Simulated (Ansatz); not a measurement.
Job for Ansatz (an electronic-structure program): R-B3LYP-D3(BJ)/def2-TZVP on F3Y (SMILES [F][Y]([F])[F]). Elements past Kr take the def2 small-core potentials; no spin–orbit coupling.

Ansatz 0.2 input:
```yaml
crystal:
  periodic: [false, false, false]
  atoms:
    - {symbol: Y, position_ang: [0.11573690, -0.22503763, -0.58582414]}
    - {symbol: F, position_ang: [-1.49121776, -0.82164012, 0.23465060]}
    - {symbol: F, position_ang: [-0.04859569, 1.68080646, -0.45946620]}
    - {symbol: F, position_ang: [1.38058575, -0.58380474, 0.76860661]}
basis:
  gaussian:
    orbitals: def2-TZVP
hamiltonian:
  xc: b3lyp
  dispersion: d3bj
relax: {f_tol: 0.003, max_steps: 120}
```

Output:

```
WARN ansatz: RAYON_NUM_THREADS=6 ignored (pool sized by the plan → 6); use --threads N
Functional definition: B3LYP
integrals: 0.04 GiB planned
835 factors; their error is unknown
mean field: 0.44 GiB planned
mean field evaluation 1: about -9195.2947 eV, gradient 7.7e1 eV
mean field evaluation 2: about -9139.8925 eV, gradient 2.1e2 eV
mean field evaluation 4: about -9204.0565 eV, gradient 4.2e0 eV
mean field evaluation 8: about -9204.1339 eV, gradient 1.1e-1 eV
mean field -9204.13392924 eV, -338.2456831134 hartree, gradient 4.2e-5 eV, S^2 0.000000; 0 other end points of the search recorded, 0 dependent functions left out
the calculation of the forces begins
reference -9204.13423068 eV, -338.2456941912 hartree; 19, 19 occupied and 114, 114 virtual orbitals, 835 factors
relax step   1: F+E_penalty+E_count = -9204.21916155 eV  Δ(F+E_penalty+E_count) = +0.000e0 eV  max|allowed force component| = 2.303e0 eV/Å  Δτ_max = 0.0000 Å  (25 SCF iters, accepted)
these checks for a lower state are left out or cut short: starts, cluster_reference, orbital_swaps, neighbouring_geometries, increment
integrals: 0.04 GiB planned
835 factors; their error is unknown
mean field: 0.43 GiB planned
mean field evaluation 16: about -9204.1221 eV, gradient 1.7e1 eV
mean field -9204.63556309 eV, -338.2641178176 hartree, gradient 8.9e-6 eV, S^2 0.000000; 0 other end points of the search recorded, 0 dependent functions left out
the calculation of the forces begins
reference -9204.63586876 eV, -338.2641290505 hartree; 19, 19 occupied and 114, 114 virtual orbitals, 835 factors
relax step   2: F+E_penalty+E_count = -9204.71715971 eV  Δ(F+E_penalty+E_count) = -4.980e-1 eV  max|allowed force component| = 4.363e-1 eV/Å  Δτ_max = 0.1722 Å  (33 SCF iters, accepted)
these checks for a lower state are left out or cut short: starts, cluster_reference, orbital_swaps, neighbouring_geometries, increment
integrals: 0.04 GiB planned
835 factors; their error is unknown
mean field: 0.42 GiB planned
mean field -9204.74313914 eV, -338.2680711643 hartree, gradient 9.0e-6 eV, S^2 0.000000; 0 other end points of the search recorded, 0 dependent functions left out
the calculation of the forces begins
reference -9204.74344440 eV, -338.2680823824 hartree; 19, 19 occupied and 114, 114 virtual orbitals, 835 factors
relax step   3: F+E_penalty+E_count = -9204.82318335 eV  Δ(F+E_penalty+E_count) = -1.060e-1 eV  max|allowed force component| = 3.021e-1 eV/Å  Δτ_max = 0.2000 Å  (32 SCF iters, accepted)
these checks for a lower state are left out or cut short: starts, cluster_reference, orbital_swaps, neighbouring_geometries, increment
integrals: 0.04 GiB planned
835 factors; their error is unknown
mean field: 0.42 GiB planned
mean field evaluation 32: about -9204.1297 eV, gradient 1.2e1 eV
mean field -9204.77746065 eV, -338.2693324568 hartree, gradient 6.5e-6 eV, S^2 0.000000; 0 other end points of the search recorded, 0 dependent functions left out
the calculation of the forces begins
reference -9204.77776528 eV, -338.2693436516 hartree; 19, 19 occupied and 114, 114 virtual orbitals, 835 factors
relax step   4: F+E_penalty+E_count = -9204.85624368 eV  Δ(F+E_penalty+E_count) = -3.306e-2 eV  max|allowed force component| = 9.702e-2 eV/Å  Δτ_max = 0.2000 Å  (32 SCF iters, accepted)
these checks for a lower state are left out or cut short: starts, cluster_reference, orbital_swaps, neighbouring_geometries, increment
integrals: 0.04 GiB planned
835 factors; their error is unknown
mean field: 0.43 GiB planned
mean field -9204.78025722 eV, -338.2694352288 hartree, gradient 2.7e-5 eV, S^2 0.000000; 0 other end points of the search recorded, 0 dependent functions left out
the calculation of the forces begins
reference -9204.78056160 eV, -338.2694464145 hartree; 19, 19 occupied and 114, 114 virtual orbitals, 835 factors
relax step   5: F+E_penalty+E_count = -9204.85900815 eV  Δ(F+E_penalty+E_count) = -2.764e-3 eV  max|allowed force component| = 7.179e-3 eV/Å  Δτ_max = 0.0831 Å  (32 SCF iters, accepted)
these checks for a lower state are left out or cut short: starts, cluster_reference, orbital_swaps, neighbouring_geometries, increment
integrals: 0.04 GiB planned
835 factors; their error is unknown
mean field: 0.42 GiB planned
mean field -9204.78047927 eV, -338.2694433888 hartree, gradient 6.6e-6 eV, S^2 0.000000; 0 other end points of the search recorded, 0 dependent functions left out
the calculation of the forces begins
reference -9204.78078364 eV, -338.2694545743 hartree; 19, 19 occupied and 114, 114 virtual orbitals, 835 factors
relax step   6: F+E_penalty+E_count = -9204.85921051 eV  Δ(F+E_penalty+E_count) = -2.024e-4 eV  max|allowed force component| = 2.654e-3 eV/Å  Δτ_max = 0.0267 Å  (27 SCF iters, accepted)
these checks for a lower state are left out or cut short: starts, cluster_reference, orbital_swaps, neighbouring_geometries, increment
integrals: 0.04 GiB planned
835 factors; their error is unknown
mean field: 0.43 GiB planned
mean field -9204.78050890 eV, -338.2694444779 hartree, gradient 7.7e-6 eV, S^2 0.000000; 0 other end points of the search recorded, 0 dependent functions left out
the calculation of the forces begins
reference -9204.78081328 eV, -338.2694556633 hartree; 19, 19 occupied and 114, 114 virtual orbitals, 835 factors
relax step   7: F+E_penalty+E_count = -9204.85923631 eV  Δ(F+E_penalty+E_count) = -2.581e-5 eV  max|allowed force component| = 3.332e-3 eV/Å  Δτ_max = 0.0141 Å  (26 SCF iters, accepted)
these checks for a lower state are left out or cut short: starts, cluster_reference, orbital_swaps, neighbouring_geometries, increment
integrals: 0.04 GiB planned
835 factors; their error is unknown
mean field: 0.43 GiB planned
mean field evaluation 64: about -9204.7805 eV, gradient 2.2e-5 eV
mean field -9204.78050704 eV, -338.2694444096 hartree, gradient 2.8e-5 eV, S^2 0.000000; 0 other end points of the search recorded, 0 dependent functions left out
the calculation of the forces begins
reference -9204.78081141 eV, -338.2694555950 hartree; 19, 19 occupied and 114, 114 virtual orbitals, 835 factors
relax step   8: F+E_penalty+E_count = -9204.85923699 eV  Δ(F+E_penalty+E_count) = -6.812e-7 eV  max|allowed force component| = 1.212e-3 eV/Å  Δτ_max = 0.0003 Å  (18 SCF iters, accepted)
integrals: 0.04 GiB planned
835 factors; their error is unknown
mean field: 0.43 GiB planned
mean field -9204.78050704 eV, -338.2694444096 hartree, gradient 2.8e-5 eV, S^2 0.000000; 1 other end points of the search recorded, 0 dependent functions left out
the calculation of the forces begins
reference -9204.78081141 eV, -338.2694555950 hartree; 19, 19 occupied and 114, 114 virtual orbitals, 835 factors
Total energy: -9204.85954136 eV, -338.2723488672 hartree
Atom 0 at    -0.011080     0.012414    -0.010662 Å, force     0.001212     0.000282     0.000165 eV/Å
Atom 1 at    -1.714459    -1.052191     0.046519 Å, force    -0.000005     0.000125    -0.000056 eV/Å
Atom 2 at    -0.014415     1.874990    -0.764895 Å, force    -0.000335    -0.000575     0.000155 eV/Å
Atom 3 at     1.696464    -0.784889     0.687004 Å, force    -0.000871     0.000168    -0.000264 eV/Å
Dipole moment:    -0.000425    -0.000364    -0.000385 e Å
```

The run converged.

Cost: roughly 50 core-seconds.
